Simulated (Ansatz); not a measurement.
# Pulling the pair apart

The pair of K⁺ (SMILES [K+], atom 1) and Br2 (SMILES BrBr, atoms 2–3), both closed shells, in one local arrangement (a lower one may exist), relaxed at PBE0-D4/def2-TZVP:

```xyz
3
angstrom
K -0.2264 -0.2354 -2.1168
Br 0.8973 0.9329 0.8834
Br -0.6709 -0.6975 1.2334
```

Br2 is shifted rigidly along the line between the mean atom positions of the two fragments (negative: closer). Counterpoise interaction energies in kJ/mol. Ansatz 0.2.0; basis: def2-TZVPPD; cores frozen in the correlated methods. Filled d shells of the heavier atoms are correlated. The outer core shell of Li, Na, Mg and K is correlated. The def2 sets are not built for correlating such inner shells, so the correlated values are less sure here. B3LYP uses VWN-RPA correlation.

```csv
shift (Å),PBE-D4,wB97M-V,B3LYP-D4
-0.34,-25.9,-25.1,-22.6
-0.17,-33.1,-31.8,-30.6
0.00,-35.1,-33.3,-33.2
0.17,-34.3,-32.1,-32.8
0.41,-31.2,-28.4,-30.2
0.85,-30.7,-20.9,-35.2
1.71,-16.9,-11.1,-19.6
3.41,-5.1,-4.0,-5.5
```

(1) What does CCSD(T) give at these shifts? (To be estimated.)

No T1 diagnostic of these runs exceeds 0.006.

## Answers

(1) By the calculation: -16.4, -25.3, -28.4, -28.4, -25.9, -19.5, -10.7, -3.9 kJ/mol. For zero shift, CCSD(T) at an estimated basis limit (MP2 extrapolated from triple and quadruple zeta, plus CCSD(T) − MP2 in triple zeta) gives -34.4 kJ/mol. These are counterpoise interaction energies, counted from the two frozen fragments.

For scale, one of the runs: CCSD(T)/def2-TZVPPD, 150 basis functions, launched by `ansatz run in.yaml --threads 4 --pin off --events-out ev --progress --plain --max-ram 9574MiB`. Time: 9.5 s of wall clock on 4 CPU threads of an Arm Neoverse V2; the host was shared. Peak host memory: 0.76 GiB.
